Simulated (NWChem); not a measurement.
Molecule: P$_{2}$H$_{3}$, doublet; SMILES P[PH]

Program: NWChem. Spin-unrestricted. No stability test was run on the SCF state. Each level has its own optimisation; frequencies are unscaled. Brackets give each atom's bonded neighbours.

```json
[
 {"level": "PBE0/STO-3G", "basis functions": "21", "r P–P (Å)": "2.180", "r H–P [H(P)–P(HP)] (Å)": "1.416", "highest harmonic frequency (cm⁻¹)": "2835", "lowest (cm⁻¹)": "280", "zero-point energy (kcal/mol)": "19.0", "dipole (D)": "0.60", "relative time": "1"},
 {"level": "PBE0/def2-SVP", "basis functions": "51", "r P–P (Å)": "2.192", "r H–P [H(P)–P(HP)] (Å)": "1.434", "highest harmonic frequency (cm⁻¹)": "2428", "lowest (cm⁻¹)": "304", "zero-point energy (kcal/mol)": "16.0", "dipole (D)": "1.05", "relative time": "3"},
 {"level": "PBE0/def2-SVPD", "basis functions": "72", "r P–P (Å)": "2.189", "r H–P [H(P)–P(HP)] (Å)": "1.433", "highest harmonic frequency (cm⁻¹)": "2430", "lowest (cm⁻¹)": "296", "zero-point energy (kcal/mol)": "16.0", "dipole (D)": "0.84", "relative time": "6"},
 {"level": "PBE0/def2-TZVP", "basis functions": "92", "r P–P (Å)": "2.172", "r H–P [H(P)–P(HP)] (Å)": "1.425", "highest harmonic frequency (cm⁻¹)": "2427", "lowest (cm⁻¹)": "307", "zero-point energy (kcal/mol)": "16.0", "dipole (D)": "0.89", "relative time": "10"}
]
```

The last column is a rough cost ratio, cheapest run = 1.
